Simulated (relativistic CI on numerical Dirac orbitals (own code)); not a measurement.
**Pt⁵⁺: O2,3 absorption edge**

Computed with this model: Dirac-Coulomb-Breit CI, KLI orbitals optimised for each configuration, model QED (radiative potential, 1s self-energy scaled to tabulated hydrogen-like ionisation energies), valence Slater integrals scaled by 0.8, multiplet model of core-to-valence dipole absorption; configurations [Xe] 4f14 5d5 → [Kr] 4d10 4f14 5s2 5p5 5d6; 300 K; Lorentzian 1 eV and Gaussian 0.3 eV FWHM. Energies are those of the free ion, without screening or charge transfer. The branching ratio is the share of the lower-energy edge in the whole absorption, uncertain by about 0.02 where the edges overlap. S is read from ⟨S²⟩ = S(S + 1).

Field parameters in Wybourne normalisation: D3d B²₀ = −7Dσ, B⁴₀ = −14Dq − 21Dτ, B⁴₃ = −14√(10/7) Dq; Oh B⁴₀ = 21Dq, B⁴₄ = √(5/14) B⁴₀; Td as Oh with Dq negative (B⁴₀ = 21Dq, B⁴₄ = √(5/14) B⁴₀). The field is a parameter set, without covalency.

Computed curve for Td, 10Dq = -10850 cm⁻¹, scaled to 100 at the maximum (points under 2 are left out and the grid is thinned):

```json
{"Energy (eV)": "50.00", "Intensity": "2.1"}
{"Energy (eV)": "50.25", "Intensity": "2.7"}
{"Energy (eV)": "50.75", "Intensity": "3.6"}
{"Energy (eV)": "51.00", "Intensity": "3.8"}
{"Energy (eV)": "51.50", "Intensity": "4.5"}
{"Energy (eV)": "51.75", "Intensity": "5.1"}
{"Energy (eV)": "52.25", "Intensity": "7.5"}
{"Energy (eV)": "52.50", "Intensity": "8.7"}
{"Energy (eV)": "53.00", "Intensity": "9.4"}
{"Energy (eV)": "53.25", "Intensity": "9.7"}
{"Energy (eV)": "53.75", "Intensity": "12.3"}
{"Energy (eV)": "54.00", "Intensity": "14.2"}
{"Energy (eV)": "54.25", "Intensity": "16.6"}
{"Energy (eV)": "54.75", "Intensity": "25.2"}
{"Energy (eV)": "55.00", "Intensity": "32.0"}
{"Energy (eV)": "55.50", "Intensity": "49.7"}
{"Energy (eV)": "55.75", "Intensity": "60.4"}
{"Energy (eV)": "56.25", "Intensity": "90.7"}
{"Energy (eV)": "56.50", "Intensity": "100.0"}
{"Energy (eV)": "57.00", "Intensity": "81.2"}
{"Energy (eV)": "57.25", "Intensity": "63.5"}
{"Energy (eV)": "57.75", "Intensity": "44.8"}
{"Energy (eV)": "58.00", "Intensity": "40.8"}
{"Energy (eV)": "58.50", "Intensity": "30.5"}
{"Energy (eV)": "58.75", "Intensity": "26.5"}
{"Energy (eV)": "59.00", "Intensity": "24.2"}
{"Energy (eV)": "59.50", "Intensity": "21.0"}
{"Energy (eV)": "59.75", "Intensity": "19.0"}
{"Energy (eV)": "60.25", "Intensity": "17.1"}
{"Energy (eV)": "60.50", "Intensity": "18.0"}
{"Energy (eV)": "61.00", "Intensity": "21.3"}
{"Energy (eV)": "61.25", "Intensity": "22.6"}
{"Energy (eV)": "61.75", "Intensity": "27.0"}
{"Energy (eV)": "62.00", "Intensity": "25.9"}
{"Energy (eV)": "62.50", "Intensity": "17.9"}
{"Energy (eV)": "62.75", "Intensity": "14.7"}
{"Energy (eV)": "63.00", "Intensity": "12.4"}
{"Energy (eV)": "63.50", "Intensity": "9.9"}
{"Energy (eV)": "63.75", "Intensity": "9.2"}
{"Energy (eV)": "64.25", "Intensity": "7.7"}
{"Energy (eV)": "64.50", "Intensity": "6.7"}
{"Energy (eV)": "65.00", "Intensity": "4.4"}
{"Energy (eV)": "65.25", "Intensity": "3.7"}
{"Energy (eV)": "65.75", "Intensity": "2.9"}
{"Energy (eV)": "66.00", "Intensity": "2.6"}
{"Energy (eV)": "66.50", "Intensity": "2.1"}
{"Energy (eV)": "71.50", "Intensity": "2.1"}
{"Energy (eV)": "72.00", "Intensity": "3.3"}
{"Energy (eV)": "72.25", "Intensity": "3.7"}
{"Energy (eV)": "72.50", "Intensity": "4.3"}
{"Energy (eV)": "73.00", "Intensity": "6.0"}
{"Energy (eV)": "73.25", "Intensity": "6.2"}
{"Energy (eV)": "73.75", "Intensity": "5.5"}
{"Energy (eV)": "74.00", "Intensity": "5.0"}
{"Energy (eV)": "74.50", "Intensity": "4.1"}
{"Energy (eV)": "74.75", "Intensity": "4.0"}
{"Energy (eV)": "75.25", "Intensity": "3.7"}
{"Energy (eV)": "75.50", "Intensity": "3.3"}
{"Energy (eV)": "76.00", "Intensity": "2.4"}
{"Energy (eV)": "76.25", "Intensity": "2.1"}
```

The ground state has S = 2.18, and the centroid lies at 58.73 eV.
